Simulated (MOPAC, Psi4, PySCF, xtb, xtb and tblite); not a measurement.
Two geometries of C₁₅H₁₁N₃, SMILES c1ccc(-c2cccc(-c3ccccn3)n2)nc1, relaxed at GFN2-xTB with one dihedral held; other torsions can differ between them too.

Structure A

```
29

C     -0.2588    -4.5251    -4.7026
C     -1.2372    -3.5626    -4.5073
C     -1.1795    -2.7745    -3.3715
C     -0.1306    -2.9719    -2.4739
C     -0.0480    -2.1577    -1.2396
C     -1.1146    -2.1394    -0.3404
C     -1.0085    -1.3487     0.7919
C      0.1398    -0.6020     0.9830
C      1.1508    -0.6784     0.0238
C      2.3915     0.0946     0.1748
C      3.4311    -0.0475    -0.7458
C      4.5820     0.6970    -0.5657
C      4.6606     1.5555     0.5211
C      3.5729     1.6232     1.3800
N      2.4706     0.9184     1.2184
N      1.0479    -1.4391    -1.0616
N      0.8008    -3.8981    -2.6597
C      0.7353    -4.6480    -3.7435
H     -0.2684    -5.1626    -5.5732
H     -2.0325    -3.4302    -5.2272
H     -1.9183    -2.0099    -3.1834
H     -1.9912    -2.7423    -0.5239
H     -1.8127    -1.3158     1.5134
H      0.2777     0.0332     1.8423
H      3.3091    -0.7336    -1.5679
H      5.4067     0.6113    -1.2591
H      5.5400     2.1549     0.6993
H      3.5835     2.2763     2.2439
H      1.5193    -5.3880    -3.8424
```

Structure B

```
29

C      0.0135    -4.4284    -4.7518
C     -1.1168    -4.5416    -3.9592
C     -1.1880    -3.8189    -2.7810
C     -0.1163    -2.9958    -2.4261
C     -0.0961    -2.1851    -1.1932
C     -1.1452    -2.1659    -0.2694
C     -1.0262    -1.3675     0.8568
C      0.1192    -0.6153     1.0366
C      1.1176    -0.6959     0.0622
C      2.3623     0.0762     0.1878
C      3.3549    -0.0283    -0.7883
C      4.5115     0.7134    -0.6363
C      4.6410     1.5313     0.4769
C      3.5962     1.5643     1.3892
N      2.4885     0.8613     1.2559
N      1.0002    -1.4603    -1.0125
N      0.9657    -2.8952    -3.1956
C      1.0258    -3.5850    -4.3135
H      0.1067    -4.9750    -5.6773
H     -1.9344    -5.1847    -4.2538
H     -2.0639    -3.9007    -2.1577
H     -2.0363    -2.7548    -0.4157
H     -1.8240    -1.3358     1.5857
H      0.2644     0.0225     1.8926
H      3.1886    -0.6827    -1.6284
H      5.3018     0.6577    -1.3717
H      5.5267     2.1274     0.6344
H      3.6473     2.1862     2.2744
H      1.9329    -3.4566    -4.8910
```

Problem. Which is lower in energy at the level PBE0-D3(BJ)/def2-SVP // GFN2-xTB (Psi4 1.11), and by how much?

Solution. B is lower, by 3.54 kJ/mol (dihedral N16–C5–C4–N17: 60° in A, 0° in B).

E(B) − E(A) in kJ/mol at the other levels, on the same two geometries: GFN2-xTB (xtb and tblite) 0.04; PBE0/def2-SVP // GFN2-xTB (Psi4) -3.14; PBE/def2-SVP // GFN2-xTB (Psi4) -4.83; PBE-D3(BJ)/def2-SVP // GFN2-xTB (Psi4) -5.30; PM7, restricted, heats of formation // GFN2-xTB (MOPAC) 16.79; PM6, restricted, heats of formation // GFN2-xTB (MOPAC) 18.76; GFN1-xTB // GFN2-xTB (xtb) -5.59; restricted B3LYP/6-31G*, spherical d, density fitting // GFN2-xTB (PySCF) -0.70; restricted M06-2X/6-31G*, spherical d, density fitting // GFN2-xTB (PySCF) -0.40; restricted B3LYP/LANL2DZ, density fitting // GFN2-xTB (PySCF) 3.26.
